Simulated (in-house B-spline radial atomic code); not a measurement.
Eu. Computed with a B-spline radial atomic code. Model: non-relativistic spherical atom: semilocal Troullier-Martins pseudo-atom, one channel per l, against all electrons, high spin, G0W0 and RPA with empty states to l = 8, local potential for every l without a channel, a model core (radius 0 = none) keeps its share of the functional.

Without relativity these are model numbers for so heavy an element.

What the tables leave out is listed at the end.

The pseudopotential gives back the lowest level of each angular momentum of its own functional in the configuration it was made in; a second state of the same l is only approximately right. Exact exchange, RPA and GW see the smooth pseudo-orbitals and miss the exchange with the core, for which the functional's share stands in. The column with an uncorrelated core keeps all orbitals and exact exchange, and so separates missing core correlation from pseudisation. Only the three outermost levels and the lowest empty one were computed. RPA here is direct RPA, with no exchange kernel, and its energies carry an (l + 1/2)⁻⁴ tail. A hybrid on a potential with a model core restores only its own semilocal share of the core's exchange.

Command:
```bash
python run_psgw.py task.json out
```
Settings (lengths in bohr, energies in hartree):
```
Z                      63
electrons              63
configuration          [Xe] 4f7 6s2
generated_in           [Xe] 4f7 6s2
functional             pbe,pbe
core_shells            10
radius_factor          1
core_correction        False
ion_configuration      [Xe] 4f7 6s1
```

Cost of the run: 2.4 min on 1 thread of Arm Neoverse N1 (shared host).

Given: made with PBE; model core radius 0 bohr; local radius 1.731 bohr; mean-field start PBE.

Valence shells of the generating configuration: 5p, 4f, 6s.

Channel: s 3.4, p 1.436, d 2.089, f 1.982 (radii in bohr).

Computed: largest level miss in the spin-unpolarised generating configuration 0.001 eV; valence RPA correlation energy all-electron orbitals -0.85196 hartree; valence RPA correlation energy pseudo -1.2065 hartree; all-electron RPA polarisability, core included 154.26 bohr³; ionisation by mean-field pseudo minus all 0.095 eV; ionisation by RPA all-electron 5.726 eV; ionisation by RPA pseudo minus all 0.122 eV.

```json
{"level": "6s down", "occupied": "1", "mean-field all-electron (eV)": "-3.2993", "mean-field pseudo minus all (eV)": "-0.077", "G0W0 all-electron (eV)": "-5.4388", "G0W0 uncorrelated core minus all (eV)": "0.016", "G0W0 pseudo minus all (eV)": "-0.268", "exchange self-energy all-electron (eV)": "-6.4512", "exchange self-energy pseudo (eV)": "-6.4046"}
```

(1) What is the pseudo-atom RPA polarisability?

(2) What is the ionisation by mean-field all-electron?

Given: mean-field start PBE0.

Computed: valence RPA correlation energy all-electron orbitals -0.78292 hartree; all-electron RPA polarisability, core included 134.93 bohr³; pseudo-atom RPA polarisability 123.6 bohr³; ionisation by mean-field all-electron 5.2556 eV; ionisation by RPA all-electron 5.6115 eV; ionisation by RPA pseudo minus all 0.248 eV.

```json
{"level": "6s down", "occupied": "1", "mean-field all-electron (eV)": "-3.7871", "mean-field pseudo minus all (eV)": "-0.163", "G0W0 all-electron (eV)": "-5.5206", "G0W0 uncorrelated core minus all (eV)": "0.019", "G0W0 pseudo minus all (eV)": "-0.308", "exchange self-energy all-electron (eV)": "-6.3445", "exchange self-energy pseudo (eV)": "-6.584"}
{"level": "6s up", "occupied": "1", "mean-field all-electron (eV)": "-3.9667", "mean-field pseudo minus all (eV)": "-0.023", "G0W0 all-electron (eV)": "-5.7113", "G0W0 uncorrelated core minus all (eV)": "0.016", "G0W0 pseudo minus all (eV)": "-0.172", "exchange self-energy all-electron (eV)": "-6.7056", "exchange self-energy pseudo (eV)": "-6.7255"}
{"level": "5d up (empty)", "occupied": "0", "mean-field all-electron (eV)": "-1.5001", "mean-field pseudo minus all (eV)": "-0.086", "G0W0 all-electron (eV)": "-0.16993", "G0W0 uncorrelated core minus all (eV)": "0.072", "G0W0 pseudo minus all (eV)": "0.044", "exchange self-energy all-electron (eV)": "-5.8333", "exchange self-energy pseudo (eV)": "-5.3708"}
```

(3) What is the valence RPA correlation energy pseudo?

(4) What is the ionisation by mean-field pseudo minus all?

Given: mean-field start Hartree-Fock.

Computed: valence RPA correlation energy all-electron orbitals -0.64213 hartree; valence RPA correlation energy pseudo -1.0232 hartree; pseudo-atom RPA polarisability 81.74 bohr³; ionisation by mean-field all-electron 4.4031 eV; ionisation by RPA all-electron 5.2479 eV; ionisation by RPA pseudo minus all 0.279 eV.

```tsv
level	occupied	mean-field all-electron (eV)	mean-field pseudo minus all (eV)	G0W0 all-electron (eV)	G0W0 uncorrelated core minus all (eV)	G0W0 pseudo minus all (eV)	exchange self-energy all-electron (eV)	exchange self-energy pseudo (eV)
6s up	1	-4.7473	-0.429	-5.6439	0.018	-0.116	-6.1892	-7.2635
6s down	1	-4.5619	-0.696	-5.4517	0.02	-0.33	-5.9088	-7.1451
4f up	1	-19.445	6.006	-16.567	0.071	3.797	-64.168	-33.267
```

(5) What is the ionisation by mean-field pseudo minus all?

(6) What is the all-electron RPA polarisability, core included?

Results:

(1) 152.42 bohr³.

(2) 5.3386 eV.

(3) -1.1513 hartree.

(4) 0.206 eV.

(5) 0.616 eV.

(6) 115.22 bohr³.

Among the listed levels the largest G0W0 shift of the pseudo-atom is +3.80 eV, for 4f up on the Hartree-Fock start, while leaving the core uncorrelated moves that level by +0.07 eV. So pseudisation and the lost core exchange, not the missing core correlation, make the error. Not in the tables (levels of low weight, unsolved or above zero; the highest and the empty levels are kept at any weight): on PBE the G0W0 levels 6s up (pseudo minus all -0.14 eV, weights 0.69 and 0.73), 4f up (pseudo minus all +3.24 eV, weights 0.69 and 0.00); on PBE0 the G0W0 levels 4f up (pseudo minus all +2.87 eV, weights 0.79 and 0.47).
